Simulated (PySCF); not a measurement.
C2H6F2Si2, SMILES F/C=C(/[SiH3])[SiH2]F. Atoms are numbered in the order given.

```xyz
12

F     -0.3034     2.5609     0.0000
C      0.6640     1.6213     0.0000
C      0.3735     0.3154     0.0000
Si     1.7627    -0.9477     0.0000
Si    -1.4127    -0.2313     0.0000
F     -1.3561    -1.8679     0.0000
H      1.6549     2.0882     0.0000
H      3.0623    -0.2190     0.0000
H      1.6832    -1.8093     1.2087
H      1.6832    -1.8093    -1.2087
H     -2.1357     0.1994     1.2205
H     -2.1357     0.1994    -1.2205
```
Charge 0, spin multiplicity 1.

Geometry: TPSSh-D3(BJ)/def2-SVP. The structure was generated by enumeration; whether it is a known compound was not checked. Other conformers were not sampled.

All values below come from B3LYP/def2-TZVP run with PySCF.

Isolated molecule, no solvent.

```
Quantity                                                                                                       Result
---------------------------------------------------------------------------------------------  ----------------------
total energy                                                                                       -858.71750 hartree
point group                                                                                                        Cs
highest occupied level                                                                                       -7.86 eV
lowest empty level                                                                                           -1.27 eV
orbital gap                                                                                                   6.59 eV
dipole moment                                                                                                  1.60 D
quadrupole, principal values (traceless, Buckingham form, about the centre of nuclear charge)   -5.09, 1.12, 3.97 D·Å
mean static polarisability                                                                      75.0 bohr³ (11.11 Å³)
polarisability, principal values                                                               60.0, 80.9, 84.2 bohr³
```
